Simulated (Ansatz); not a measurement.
C2H5AlO, SMILES `[OH][Al]1[CH2][CH2]1` from Hartree–Fock to CCSD(T)

```json
{"atom": "O1", "x (Å)": "-1.1177", "y (Å)": "2.3259", "z (Å)": "0.2333"}
{"atom": "Al2", "x (Å)": "-0.3855", "y (Å)": "0.8107", "z (Å)": "0.1153"}
{"atom": "C3", "x (Å)": "0.4600", "y (Å)": "-0.7101", "z (Å)": "0.8435"}
{"atom": "C4", "x (Å)": "0.2630", "y (Å)": "-0.7344", "z (Å)": "-0.7632"}
{"atom": "H5", "x (Å)": "-1.4555", "y (Å)": "2.8127", "z (Å)": "-0.5166"}
{"atom": "H6", "x (Å)": "1.5026", "y (Å)": "-0.7167", "z (Å)": "1.1581"}
{"atom": "H7", "x (Å)": "-0.0824", "y (Å)": "-1.4983", "z (Å)": "1.3635"}
{"atom": "H8", "x (Å)": "1.1992", "y (Å)": "-0.7525", "z (Å)": "-1.3197"}
{"atom": "H9", "x (Å)": "-0.3838", "y (Å)": "-1.5373", "z (Å)": "-1.1142"}
```

The species carries charge 0 and has multiplicity 1. Geometry: relaxed with PBE0-D4/def2-TZVP. It is one conformer, not always the lowest. Frozen core, restricted reference, Ansatz 0.2.0. CBS rows extrapolate triple and quadruple zeta; past MP2 they add the triple-zeta difference.

```csv
basis,HF (Eh),MP2 corr.
def2-SVP,-395.21350,-0.52905
def2-TZVPP,-395.48497,-0.66043
def2-QZVPP,-395.49935,-0.70733
```

Problem. Estimate the CCSD correlation energy and the (T) correction in each basis where they were run (hartree).

Solution. 
```
     basis  CCSD corr.       (T)
  def2-SVP    -0.56340  -0.01608
def2-TZVPP    -0.68645  -0.02767
 CBS(def2)    -0.76809     as TZ
```
